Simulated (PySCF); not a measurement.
A structure optimised at PBE0-D3(BJ)/def2-SVP, used in a PySCF frequency run:

```xyz
11

F      0.0013    -2.0646     0.0000
C      0.0442    -0.7408     0.0000
C      1.1472     0.0316     0.0000
C      0.6859     1.4534     0.0000
C     -0.8093     1.3595     0.0000
C     -1.1745     0.0617     0.0000
H      2.1820    -0.3059     0.0000
H      1.0521     2.0123    -0.8815
H      1.0521     2.0123     0.8815
H     -1.4752     2.2229     0.0000
H     -2.1833    -0.3523     0.0000
```

Write its SMILES, formula and point group.

FC1=CCC=C1, C5H5F, Cs

What are its rotational constants (standard atomic weights)?

8.2186, 3.3813, 2.4318 GHz
